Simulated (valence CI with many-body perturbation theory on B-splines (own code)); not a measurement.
**Ta⁴¹⁺: electric-dipole lines**

Calculated by relativistic CI+MBPT: four valence electrons over a frozen Dirac-Fock core [Ar] 3d10, radial functions for each j: 11 s, 11 p, 10 d, 8 f, 5 g, 2 h, with the one-electron correlation potential Σ1, the two-electron term Σ2, the three-electron term Σ3, Breit, model QED; selected CI, second order for the rest, scaled by the run's own slope (own B-spline code, finite nucleus).

The last digits are not significant, and no measured levels were compared; by estimate large intervals hold to a few tenths of a per cent, small ones and those within an open d or f shell to about a per cent. Among the levels kept, up to 390 cm⁻¹ of a level comes from second order outside the variational space, and about a tenth of that is noise between levels of different J, which matters for small intervals.

Lines 1 to 50 of 553 in falling wavelength, among levels below 632.70 eV, chosen from the strongest by gf and those to the six lowest levels. Wavelengths and rates use the calculated energies. Electric multipoles are in the length gauge with retardation, E1 and E2 with the static RPA response of the core. Weak lines are less certain than strong ones. Lines between different terms over intervals too small for the method are left out, as are lines whose strength nearly cancels. Where a level lies close to another of its J and parity, the split of strength between their lines is uncertain. The highest levels of a list are the least certain.

Levels are named by their leading jj configuration (3d3/2^4 stands for four electrons in 3d with j = 3/2), which in mixed levels can hold well under half, so a name can repeat and another be missing. Letters in brackets count levels of one name in rising energy.

| λ vac (Å) | Upper | Lower | A (s⁻¹) | S (a.u.) |
| --- | --- | --- | --- | --- |
| 789.4 | (4s 4p1/2^2 4p3/2) J=1 | (4s^2 4p3/2^2) J=2 | 2.01e+06 | 1.46e-03 |
| 216.2 | (4s^2 4p1/2 4d3/2) J=2 | (4s^2 4p3/2^2) J=2 | 2.70e+07 | 6.73e-04 |
| 188.0 | (4s^2 4p1/2 4d3/2) J=1 | (4s^2 4p3/2^2) J=0 | 1.76e+07 | 1.73e-04 |
| 166.6 | (4s 4p1/2 4d3/2^2) J=3 | (4s^2 4d3/2^2) J=2 | 6.02e+09 | 9.60e-02 |
| 165.2 | (4s^2 4p1/2 4d3/2) J=1 | (4s^2 4p3/2^2) J=2 | 3.01e+08 | 2.01e-03 |
| 164.0 | (4s 4p1/2 4p3/2 4f5/2) J=5 [a] | (4s^2 4p3/2 4f5/2) J=4 [b] | 4.49e+09 | 1.08e-01 |
| 162.0 | (4s 4p1/2 4p3/2^2) J=2 [a] | (4s^2 4p3/2^2) J=2 | 1.23e+09 | 1.29e-02 |
| 159.3 | (4s 4p1/2 4p3/2 4d3/2) J=4 | (4s^2 4p3/2 4d3/2) J=3 | 6.57e+09 | 1.18e-01 |
| 152.3 | (4s 4p1/2 4p3/2 4f7/2) J=6 | (4s^2 4p3/2 4f7/2) J=5 | 6.67e+09 | 1.51e-01 |
| 151.5 | (4s^2 4p1/2 4d5/2) J=3 | (4s^2 4p3/2^2) J=2 | 2.57e+09 | 3.09e-02 |
| 147.5 | (4s 4p1/2 4d3/2 4d5/2) J=5 | (4s^2 4d3/2 4d5/2) J=4 | 5.78e+09 | 1.01e-01 |
| 143.8 | (4s 4p1/2 4p3/2 4f5/2) J=5 [b] | (4s 4p3/2^2 4d5/2) J=4 [c] | 7.66e+09 | 1.24e-01 |
| 141.9 | (4p1/2^2 4p3/2 4d5/2) J=4 | (4s 4p1/2 4p3/2 4d5/2) J=3 [c] | 6.13e+09 | 7.78e-02 |
| 139.2 | (4s 4p1/2 4p3/2 4d5/2) J=5 | (4s^2 4p3/2 4d5/2) J=4 | 1.30e+10 | 1.91e-01 |
| 138.8 | (4s 4p1/2^2 4p3/2) J=2 | (4s^2 4p1/2 4p3/2) J=2 | 9.29e+09 | 6.12e-02 |
| 134.8 | (4s 4p1/2 4p3/2 4f5/2) J=4 [b] | (4s^2 4p3/2 4f5/2) J=3 | 7.92e+09 | 8.62e-02 |
| 133.9 | (4s^2 4p1/2 4d5/2) J=2 | (4s^2 4p3/2^2) J=2 | 2.17e+08 | 1.29e-03 |
| 132.8 | (4s 4p1/2 4p3/2 4d5/2) J=4 [c] | (4s^2 4p3/2 4d5/2) J=3 | 8.75e+09 | 9.11e-02 |
| 132.5 | (4p1/2^2 4p3/2 4d5/2) J=3 | (4s 4p1/2 4p3/2 4d5/2) J=2 [d] | 1.25e+10 | 1.01e-01 |
| 132.5 | (4s 4p1/2^2 4p3/2) J=2 | (4s^2 4p1/2 4p3/2) J=1 | 1.18e+10 | 6.77e-02 |
| 131.4 | (4s 4p1/2^2 4f7/2) J=4 | (4s^2 4p1/2 4f7/2) J=4 | 9.27e+09 | 9.35e-02 |
| 129.7 | (4s 4p1/2 4p3/2^2) J=1 [a] | (4s^2 4p3/2^2) J=0 | 1.01e+10 | 3.26e-02 |
| 129.7 | (4p1/2^2 4p3/2 4d5/2) J=3 | (4s 4p1/2 4p3/2 4d5/2) J=3 [d] | 1.57e+10 | 1.18e-01 |
| 129.4 | (4p1/2^2 4p3/2 4d5/2) J=4 | (4s 4p1/2 4p3/2 4d5/2) J=4 [b] | 9.24e+09 | 8.90e-02 |
| 129.2 | (4s 4p1/2 4p3/2^2) J=3 | (4s^2 4p3/2^2) J=2 | 1.04e+10 | 7.75e-02 |
| 129.2 | (4p1/2^2 4p3/2^2) J=2 | (4s 4p1/2 4p3/2^2) J=2 [b] | 1.33e+10 | 7.06e-02 |
| 129.1 | (4s 4p1/2^2 4f7/2) J=4 | (4s^2 4p1/2 4f7/2) J=3 | 1.27e+10 | 1.21e-01 |
| 128.1 | (4p1/2^2 4p3/2 4d5/2) J=4 | (4s 4p1/2 4p3/2 4d5/2) J=3 [b] | 8.11e+09 | 7.58e-02 |
| 127.9 | (4s 4p1/2 4p3/2 4d5/2) J=3 [a] | (4s^2 4p3/2 4d5/2) J=2 | 1.07e+10 | 7.72e-02 |
| 127.5 | (4s 4p1/2 4p3/2 4d5/2) J=2 [c] | (4s^2 4p3/2 4d5/2) J=1 | 1.47e+10 | 7.53e-02 |
| 126.7 | (4s 4p1/2 4p3/2 4f7/2) J=6 | (4s 4p3/2^2 4d5/2) J=5 | 6.98e+09 | 9.11e-02 |
| 126.6 | (4s 4p1/2^2 4d3/2) J=2 | (4s^2 4p1/2 4d3/2) J=2 | 1.52e+10 | 7.60e-02 |
| 126.0 | (4s 4p1/2^2 4f5/2) J=3 | (4s^2 4p1/2 4f5/2) J=3 | 1.28e+10 | 8.86e-02 |
| 125.8 | (4p1/2^2 4p3/2 4d5/2) J=1 | (4s 4p1/2 4p3/2 4d5/2) J=2 [c] | 3.55e+10 | 1.05e-01 |
| 124.2 | (4s 4p1/2 4p3/2^2) J=1 [b] | (4s^2 4p3/2^2) J=0 | 5.97e+09 | 1.69e-02 |
| 123.6 | (4s 4p1/2 4p3/2 4d5/2) J=2 [b] | (4s^2 4p3/2 4d5/2) J=2 | 1.69e+10 | 7.86e-02 |
| 123.0 | (4s 4p1/2^2 4d5/2) J=2 | (4s^2 4p1/2 4d5/2) J=3 | 2.84e+10 | 1.31e-01 |
| 122.9 | (4s 4p1/2 4p3/2 4d5/2) J=3 [d] | (4s^2 4p3/2 4d5/2) J=3 | 1.48e+10 | 9.51e-02 |
| 122.3 | (4p1/2^2 4p3/2 4d3/2) J=2 | (4s^2 4p1/2 4f5/2) J=3 | 1.64e+10 | 7.42e-02 |
| 122.0 | (4s 4p1/2^2 4f7/2) J=3 [b] | (4s^2 4p1/2 4f7/2) J=4 | 1.88e+10 | 1.18e-01 |
| 121.7 | (4s 4p1/2^2 4f5/2) J=3 | (4s 4p1/2 4p3/2 4d3/2) J=4 | 1.97e+10 | 1.23e-01 |
| 121.5 | (4p1/2^2 4p3/2 4d5/2) J=2 | (4s 4p1/2 4p3/2 4d5/2) J=2 [b] | 2.40e+10 | 1.06e-01 |
| 120.5 | (4s 4p1/2 4p3/2 4d5/2) J=2 [d] | (4s^2 4p3/2 4d5/2) J=3 | 1.88e+10 | 8.11e-02 |
| 120.2 | (4p1/2^2 4p3/2 4d5/2) J=3 | (4s 4p1/2 4p3/2 4d5/2) J=4 [c] | 2.34e+10 | 1.40e-01 |
| 120.1 | (4s 4p1/2 4p3/2 4d5/2) J=4 [b] | (4s^2 4p3/2 4d5/2) J=4 | 1.08e+10 | 8.30e-02 |
| 119.5 | (4s 4p1/2^2 4p3/2) J=1 | (4s^2 4p1/2 4p3/2) J=2 | 3.21e+10 | 8.11e-02 |
| 118.8 | (4p1/2 4p3/2^2 4d5/2) J=3 | (4s 4p3/2^2 4d5/2) J=4 [b] | 1.89e+10 | 1.10e-01 |
| 118.4 | (4s 4p1/2 4p3/2^2) J=1 [a] | (4s^2 4p3/2^2) J=2 | 7.68e+09 | 1.89e-02 |
| 118.0 | (4s 4p1/2 4p3/2 4f7/2) J=4 [c] | (4s 4p3/2^2 4d5/2) J=5 | 1.60e+10 | 1.17e-01 |
| 117.5 | (4p1/2^2 4p3/2 4d5/2) J=2 | (4s 4p1/2 4p3/2 4d5/2) J=3 [a] | 3.89e+10 | 1.56e-01 |
